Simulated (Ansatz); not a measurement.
Geometry optimisation, DFT PBEsol, scalar-relativistic, plane waves, PAW in Ansatz.

input.yaml

```yaml
crystal:
  lattice:
    - [5.727565, 0.0, 0.0]
    - [2.863782, 4.960217, 0.0]
    - [0.0, 0.0, 16.676537]
  atoms:
    - { symbol: Al, position: [0.1666667, 0.1666667, 0.0599645] }
    - { symbol: Al, position: [0.6666667, 0.1666667, 0.0599645] }
    - { symbol: Al, position: [0.1666667, 0.6666667, 0.0599645] }
    - { symbol: Al, position: [0.6666667, 0.6666667, 0.0599645] }
    - { symbol: Al, position: [-0.1666667, 0.3333333, 0.2001776] }
    - { symbol: Al, position: [0.3333333, 0.3333333, 0.2001776] }
    - { symbol: Al, position: [-0.1666667, 0.8333333, 0.2001776] }
    - { symbol: Al, position: [0.3333333, 0.8333333, 0.2001776] }
    - { symbol: Al, position: [0.0, 0.0, 0.3403906] }
    - { symbol: Al, position: [0.5, 0.0, 0.3403906] }
    - { symbol: Al, position: [0.0, 0.5, 0.3403906] }
    - { symbol: Al, position: [0.5, 0.5, 0.3403906] }
    - { symbol: C, position: [0.2516917, 0.7380278, 0.4279388] }
    - { symbol: H, position: [0.2613571, 0.7307167, 0.4938997] }
basis:
  ecutwfc: 420.0
kpoints:
  mp_grid: { grid: [4, 4, 1] }
hamiltonian:
  xc: pbesol
scf:
  occupations: { method: fermi_dirac, width: 0.05 }
  lower_state_search: "off"
relax:
  f_tol: 0.03
  max_steps: 60
  adjacent_minimum: "off"
  constraints: [{ sites: [0, 1, 2, 3] }]
output:
  write_density: true
  write_potential: true
  elf: true
  volumetric_format: npy
```

Run as:

```bash
$ ansatz run input.yaml --threads 1 --pin off --max-ram 3072MiB --backend cpu --events-out ev --progress --plain --runs-dir out
```

Where does it end, and by what steps?

The run converged. Limits of this set-up: coarse k mesh, thin slab, slab without dipole correction, odd electron count without spin. After 8 steps the energy has fallen by 1.268 eV; H14 moved furthest, 0.96 Å. Joined: Al11–C13.

```
step  energy less start (eV)  largest force component (eV/Å)  accepted
   0                  0.0000                           2.773       yes
   1                 -0.4641                           1.444       yes
   2                 -0.7245                           0.423       yes
   3                 -0.8595                           0.354       yes
   4                 -0.9573                           0.508       yes
   5                 -1.1246                           0.552       yes
   6                 -1.2472                           0.210       yes
   7                 -1.2673                           0.035       yes
   8                 -1.2682                           0.021       yes
```

```xyz
14
Lattice="5.7276 0.0000 0.0000 2.8638 4.9602 0.0000 0.0000 0.0000 16.6765" Properties=species:S:1:pos:R:3
Al 1.432 0.827 1.000
Al 4.296 0.827 1.000
Al 2.864 3.307 1.000
Al 5.728 3.307 1.000
Al -0.001 1.653 3.274
Al 2.863 1.649 3.280
Al 1.428 4.135 3.280
Al 4.301 4.137 3.281
Al 0.006 0.076 5.640
Al 2.868 0.002 5.443
Al 1.377 2.448 5.638
Al 4.365 2.447 5.641
C 2.871 3.311 6.585
H 2.869 3.310 7.689
```

The run took 99 s on 1 thread of Arm Neoverse V2 (shared host), peak memory 0.56 GiB.
